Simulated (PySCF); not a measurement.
**Telling isomers of C₈H₁₄O₂ apart by NMR**

[PySCF 2.14.0 with density-fitted response routines: geometry from GFN2-xTB; PBE0/pcSseg-1 with gauge-including orbitals; one conformer; one averaged value for each set of equivalent atoms; gas phase; relativity neglected]

Shifts are taken against calculated references (same method and geometry level): 1H (31.72 ppm), 13C (186.93 ppm) against TMS. Where no couplings were computed, multiplicities follow the n + 1 count of equivalent neighbours, and m marks all less simple cases (inequivalent or close neighbours, rings, F or P nearby). Shifts are as computed. Against solution values, carbons near 30 ppm lie about +3 ppm off and those near 130 ppm about +5 ppm. Of 1211 compounds with measured shifts, 218 miss one by over three times the rms of a fit or turn the order of signals round; such compounds aren't used in these exercises.

(1) Tabulate the signals of `CC(=O)OC1CCCCC1`, `CC/C(C)=C(/C)OC(C)=O` and their relative energies.

(2) What is the quickest way to tell CC(=O)OC1CCCCC1 from CC/C(C)=C(/C)OC(C)=O?

Answers

(1) 
| SMILES | carbon types | δC | δH | E rel. (kcal/mol) |
| --- | --- | --- | --- | --- |
| CC(=O)OC1CCCCC1 | 1×C 1×CH 5×CH2 1×CH3 | 175.7, 76.1, 35.4, 29.5, 28.4, 23.9 | 4.63 (m, 1H), 2.13 (m, 2H), 2.05 (s, 3H), 1.81 (m, 2H), 1.67 (m, 1H), 1.29 (m, 2H), 1.22 (m, 2H), 1.05 (m, 1H) | 0.0 |
| CC/C(C)=C(/C)OC(C)=O | 3×C 1×CH2 4×CH3 | 176.4, 148.9, 133.6, 31.3, 23.1, 18.8, 18.8, 13.3 | 2.16 (s, 3H), 2.02 (q, 2H), 1.93 (s, 3H), 1.83 (s, 3H), 0.99 (t, 3H) | 22.8 |

Energies are electronic energies at PBE0/pcSseg-1 on these geometries, without zero-point or thermal terms, each for the one conformer computed, which needn't be the lowest.

(2) Count the carbon signals: 6 against 8. The first has an sp3 CH bonded to O at 76.1 ppm, the second a β carbon of an enol-ether or enamine type C=C (C) at 133.6 ppm. Their most deshielded carbons lie at 175.7 and 176.4 ppm. In the proton spectra the most deshielded non-exchanging signals are 4.63 (m, 1H) and 2.16 (s, 3H).
